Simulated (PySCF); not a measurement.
# From a computed spectrum to the compound

A species of 13 atoms with charge 3 has these harmonic modes (PBE, small Gaussian bases with core potentials, PySCF 2.14.0):

```tsv
cm⁻¹	km/mol	symmetry
-16	–	e
-16	–	e
-12	–	a
54	10.9	a
75	4.8	e
75	4.8	e
338	0.1	a
343	8.6	e
343	8.6	e
603	0.6	a
618	28.0	e
618	28.0	e
646	154.9	a
648	62.5	e
648	62.5	e
1355	139.5	e
1355	139.5	e
1360	25.0	a
1555	71.3	a
1556	48.7	e
1556	48.7	e
1559	25.5	e
1559	25.5	e
1560	56.4	a
3239	358.1	e
3239	358.1	e
3248	14.2	a
3305	27.5	e
3305	27.5	e
3306	386.5	a
3314	32.7	a
3316	197.0	e
3316	197.0	e
```

**Question.** Which species is it, and in which structure?

**Answer.** [Nd(NH3)3]3+ (singlet in the valence; each metal's 4f electrons, 3 of them, lie in its core potential, out of spins and levels):
```xyz
13

Nd    0.0000    0.0000    0.2132
N     2.3551   -0.0012   -0.5688
H     3.0550   -0.2708    0.1613
H     2.5849   -0.6490   -1.3569
H     2.7206    0.9175   -0.9087
N    -1.1765    2.0402   -0.5688
H    -1.2930    2.7811    0.1613
H    -0.7304    2.5630   -1.3569
H    -2.1549    1.8974   -0.9087
N    -1.1786   -2.0390   -0.5688
H    -1.7620   -2.5103    0.1613
H    -1.8544   -1.9141   -1.3569
H    -0.5658   -2.8149   -0.9087
```
 Negative wavenumbers this small are taken as noise. An lcecp potential fixes the number of 4f electrons, so in runs with it no electron can move into or out of that shell.
 The answer isn't unique; the calculation gave this one.
